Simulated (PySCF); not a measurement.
C₃H₇NOSi, SMILES C#C[Si@H](N)OC. Geometry optimised at PBE-D3(BJ)/def2-SVP. The structure was generated by enumeration; whether it is a known compound was not checked. One conformer was computed; it need not be the lowest.

**Question.** Give the equilibrium geometry at PBE-D3(BJ)/def2-SVP (PySCF confirms it by a frequency run) as a Z-matrix. (An estimate is asked for; the answer gives what the named calculation found.)

**Answer.** This is not unique; one that fits is 
```
Si
O 1 1.6827
C 2 1.4137 1 123.41
H 3 1.1097 2 108.72 1 178.51
H 3 1.1147 4 108.08 2 121.88
H 3 1.1157 4 107.79 5 116.22
N 1 1.7217 2 112.21 3 -175.99
H 7 1.0226 1 119.11 2 -72.20
H 7 1.0228 8 110.90 1 -143.48
H 1 1.5013 2 109.56 3 63.28
C 1 1.8447 10 110.53 2 118.41
C 11 1.2293 10 149.22 1 174.46
H 12 1.0825 5 124.66 3 -179.78
```
